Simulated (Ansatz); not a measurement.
Calculated with Ansatz (gas phase, PBE0-D4/def2-TZVP geometries, no zero-point term in ΔE). CCSD(T)/CBS is the MP2 limit (def2-TZVPP, def2-QZVPP) plus CCSD(T) − MP2 in def2-TZVPP, frozen cores. DFT in def2-TZVPP. def2 core potentials past Kr. For Br, Ga, Sn outer-core shells are correlated without core-valence functions, which leaves a few kJ/mol of doubt a bond. Scalar relativity is left out up to krypton. One conformer a species, not always the lowest.

Consider the redistribution: `[CH3][Ga]([SH])[SH]` + `[F][SnH2][Br]` → `[CH3][Ga]([SH])[Br]` + `[F][SnH2][SH]`.

```csv
level,ΔE (kJ/mol)
PBE-QIDH,-4.6
r2SCAN,-2.7
```

Q: What does CCSD(T)/CBS give? (Estimate.)

A: The calculation gave: -1.3 kJ/mol. The listed levels differ from it by -3.3, -1.4 kJ/mol.

Largest T1 diagnostic among the species: 0.013.

Leaving LDA and LC-ωPBE aside and taking each functional with its dispersion term where it has one, the values, not all of them listed here, spread over 2.0 kJ/mol, from PBE-QIDH to r2SCAN-D4.

CCSD(T)/CBS has its own doubt, a few kJ/mol and more with outer-core shells, so smaller differences from it don't rank the levels.
